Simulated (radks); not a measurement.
Species: Kr III. Configuration: [Ar] 3d10 4s2 4p4 (the NIST ground configuration). Method: Dirac Kohn-Sham, BLYP, spin-unpolarised, spherical densities, finite nucleus; open shells are shared between the two j in proportion to 2j + 1; Fermi nuclear charge, rms radius 4.1884 fm; computed with a radial shooting solver on a logarithmic mesh with Libxc functionals.

Spin-orbit splittings of the eigenvalues, e(l+1/2) - e(l-1/2), with zeta = 2 splitting/(2l+1) and mean radii in bohr:

| shell | occ. | splitting (eV) | zeta (eV) | <r> j=l-1/2 | <r> j=l+1/2 |
|---|---|---|---|---|---|
| 2p | 6 | ? | ? | 0.1573 | 0.1613 |
| 3p | 6 | 7.934 | 5.289 | 0.5333 | 0.5438 |
| 3d | 10 | 1.307 | 0.5229 | 0.5526 | 0.5565 |
| 4p | 4 | 0.8104 | 0.5403 | 1.720 | 1.752 |
| 4d | 0 | 0.05388 | 0.02155 | 2.774 | 2.787 |

Estimate the 2p splitting.

Answer. 53.88 eV (zeta = 35.92 eV).
